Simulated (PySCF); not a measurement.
# TDDFT excited states: C2H5BrS2Si

Species: C2H5BrS2Si.
Structure used (PBE0-D3(BJ)/def2-SVP), in Å, numbered top down from 1:
```xyz
11
C2H5BrS2Si angstrom
Br     3.2517   -0.7114    1.0564
Si     1.7959   -0.5687   -0.6280
S      0.4741    1.1020   -0.5224
C     -0.8903    0.1344    0.2283
C     -1.1026   -1.1674   -0.5144
S      0.4133   -2.1995   -0.5323
H      2.6249   -0.4970   -1.8567
H     -1.7854    0.7714    0.1600
H     -0.6703   -0.0443    1.2917
H     -1.4211   -0.9801   -1.5505
H     -1.8709   -1.7779   -0.0143
```

The calculation used PySCF 2.14.0, density-fitted response routines, TDDFT wB97X-D/def2-SVPD, vertical, gas phase, core orbitals frozen in the response. Relativistic effects, spin–orbit coupling among them, are left out although an element past zinc is present.

```json
{"state": "S1", "λ (nm)": "230.5", "E (eV)": "5.38", "f": "0.0010", "main configurations (H = HOMO, L = LUMO)": "H→L (86%)"}
{"state": "S2", "λ (nm)": "219.5", "E (eV)": "5.65", "f": "0.0032", "main configurations (H = HOMO, L = LUMO)": "H-1→L (79%)"}
{"state": "S3", "λ (nm)": "202.8", "E (eV)": "6.11", "f": "0.019", "main configurations (H = HOMO, L = LUMO)": "H→L+1 (64%), H-1→L+2 (9%)"}
{"state": "S4", "λ (nm)": "196.1", "E (eV)": "6.32", "f": "0.040", "main configurations (H = HOMO, L = LUMO)": "H→L+2 (65%), H-1→L+2 (9%)"}
{"state": "S5", "λ (nm)": "189.2", "E (eV)": "6.55", "f": "0.0070", "main configurations (H = HOMO, L = LUMO)": "H-1→L+2 (34%), H-1→L+1 (34%), H→L+1 (13%)"}
{"state": "S6", "λ (nm)": "186.5", "E (eV)": "6.65", "f": "0.041", "main configurations (H = HOMO, L = LUMO)": "H-1→L+1 (36%), H-1→L+2 (29%), H→L+2 (14%)"}
```

The lowest singlet comes at 231 nm (519 kJ/mol) in the ultraviolet; it is very weak; its leading configuration is HOMO→LUMO (86%). The largest oscillator strength of a single state is 0.041. Löwdin shares by element: HOMO sulfur 71%, bromine 8%, carbon 7% or more; LUMO sulfur 57%, silicon 15%, carbon 8% or more (atoms not listed hold the other 19%). Orbital energies (eV): HOMO-3 -10.34, HOMO-2 -10.33, HOMO-1 -9.41, HOMO -9.13, LUMO 1.02, LUMO+1 1.28, LUMO+2 1.54. The listed states span 1.27 eV, and the widest gap between neighbours is 0.46 eV (S2 to S3). Of the 6 states listed, 3 reach f = 0.01 and none stays under 0.0005. No computed singlet lies in the visible range (380 to 750 nm); the lowest, at 231 nm, stands 2.12 eV above its violet end (3.26 eV). The window holds the lowest 6 singlets.

On an Intel Xeon Platinum 8375C at 2.90 GHz with one thread, no GPU, shared host with 128 logical CPUs at a one-minute load of 51, this took 37 s and 0.86 GiB of memory at its peak.

One conformer stands for the species.
